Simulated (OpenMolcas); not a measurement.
Mn4+.

```
Program             : OpenMolcas
Basis               : ANO-L-VTZP [6s5p3d2f1g]
Scalar Hamiltonian  : non-relativistic, point nucleus
Active space        : 3 electrons in 5 orbitals (3d)
State averaging     : 2S+1 = 4 even, 10 roots; 2S+1 = 2 even, 40 roots
Spin-orbit coupling : RASSI with atomic mean-field integrals over the reference wave functions, term energies averaged over their components
```

Two sets of levels on these reference wave functions, in cm⁻¹ above 3d³ ⁴F_3/2: one from CASSCF and one from MS-CASPT2, IPEA 0.25 Eh, imaginary shift 0.1 Eh (closed shells correlated: 3s 3p).

```json
{"Level": "3d³ ⁴F_3/2", "Set 1": "0.0", "Set 2": "0.0"}
{"Level": "3d³ ⁴F_5/2", "Set 1": "388", "Set 2": "391"}
{"Level": "3d³ ⁴F_7/2", "Set 1": "917", "Set 2": "921"}
{"Level": "3d³ ⁴F_9/2", "Set 1": "1571", "Set 2": "1573"}
{"Level": "3d³ ⁴P_1/2", "Set 1": "20540", "Set 2": "17390"}
{"Level": "3d³ ⁴P_3/2", "Set 1": "20690", "Set 2": "17540"}
{"Level": "3d³ ²G_7/2", "Set 1": "20970", "Set 2": "18400"}
{"Level": "3d³ ⁴P_5/2", "Set 1": "21160", "Set 2": "18010"}
{"Level": "3d³ ²G_9/2", "Set 1": "21510", "Set 2": "18950"}
{"Level": "3d³ ²P_1/2", "Set 1": "27650", "Set 2": "23960"}
{"Level": "3d³ ²H_9/2", "Set 1": "27720", "Set 2": "25920"}
{"Level": "3d³ ²P_3/2 [64 %]", "Set 1": "27780", "Set 2": "23830"}
{"Level": "3d³ ²H_11/2", "Set 1": "28120", "Set 2": "26330"}
{"Level": "3d³ ²D_3/2(1) [65 %]", "Set 1": "30260", "Set 2": "25680"}
{"Level": "3d³ ²D_5/2(1)", "Set 1": "30550", "Set 2": "25700"}
{"Level": "3d³ ²F_7/2", "Set 1": "47590", "Set 2": "41970"}
```

Which set is which?

Set 2 is MS-CASPT2. Its levels of the other terms of 3d³ lie at 0.84 to 0.94 of the other set's values, as expected, since terms of lower spin or lower L gain more correlation energy than the Hund ground term. Against 15 measured levels (Corliss and Sugar, J. Phys. Chem. Ref. Data 6, 1253 (1977)) the mean absolute deviation is 770 cm-1 with it and 3500 cm-1 without; single levels miss by up to 1500 cm-1 with it.

Term energies are means over components that CASPT2 splits; among the terms shown or strongly mixed into the levels shown the widest spread is 900 cm-1 (3d³ ⁴F, MS-CASPT2). Without dynamic correlation excited terms often stand tens of per cent too high (terms of higher spin than the ground term too low), and those without a measured partner can miss by more than the paired ones (holds for CASSCF). Some levels mix across a computed gap that differs much from the measured one, so their mixing is not that of the real levels (holds for CASSCF). Computed and measured levels are paired by configuration, term and J; levels that our copy of the source lacks, or whose pairing is in doubt (as where it misses far off the trend of its configuration), stay unpaired and out of the deviations. Only configurations of the active space appear. The table leaves out levels that lie high or whose names do not pair safely across all columns.

A share in square brackets marks a mixed level and gives the weight of the term that names it, the lowest over the columns. A number in round brackets counts repeated terms of one configuration in the order of the reference energies.
